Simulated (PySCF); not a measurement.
C₇H₁₂.
Geometry (GFN2-xTB, Å), atoms numbered from 1 in this order:
```xyz
19
C7H12 angstrom
C     -0.721    0.633    1.826
C      0.626    1.171    1.344
C      1.722    0.864    2.364
C      0.979    0.567   -0.001
C      0.434    1.182   -1.255
C      1.455    0.606   -2.183
C      1.878    1.317   -0.937
H     -0.994    1.085    2.776
H     -0.670   -0.446    1.959
H     -1.500    0.853    1.100
H      0.548    2.258    1.228
H      1.814   -0.211    2.505
H      2.680    1.248    2.020
H      1.489    1.319    3.324
H      1.074   -0.518    0.028
H     -0.364    1.873   -1.418
H      1.617    1.107   -3.129
H      1.568   -0.472   -2.237
H      2.534    2.146   -0.782
```

The closed-shell SCF was solved with PySCF and density fitting under several settings on one GFN2-xTB geometry (grid level 2 and gas phase unless stated).

```csv
settings,basis functions,SCF cycles,E (Eh),HOMO (eV),LUMO (eV),dipole (D)
HF/def2-SVP,158,9,-271.7853,-9.80,4.85,0.67
"PBE0/pcSseg-1, IEF-PCM acetone, start guess sap",179,12,-273.5258,-7.04,1.78,0.91
"PBE0/ANO-RCC-VDZP, fitting basis def2-qzvpp-jkfit, level shift 0.3 Eh",158,11,-273.6374,-6.93,0.60,0.63
```

Problem. Estimate the row for these settings: B97-2/6-311G**, level shift 0.3 Eh, energy threshold 1e-08 Eh.

Solution. 
```csv
settings,basis functions,SCF cycles,E (Eh),HOMO (eV),LUMO (eV),dipole (D)
"B97-2/6-311G**, level shift 0.3 Eh, energy threshold 1e-08 Eh",198,10,-273.8693,-6.74,1.61,0.68
```

Problem. Over all rows, what range does the HOMO–LUMO gap span?

Solution. From 7.53 eV (PBE0/ANO-RCC-VDZP, fitting basis def2-qzvpp-jkfit, level shift 0.3 Eh) to 14.65 eV (HF/def2-SVP). The functional of the narrowest has 25 % exact exchange, that of the widest 100 % exact exchange.

All basis functions are spherical, in the Pople sets too. ANO-RCC sets were contracted for a scalar-relativistic Hamiltonian, but ran non-relativistically here. The structure is a single GFN2-xTB conformer; no vibrational corrections.
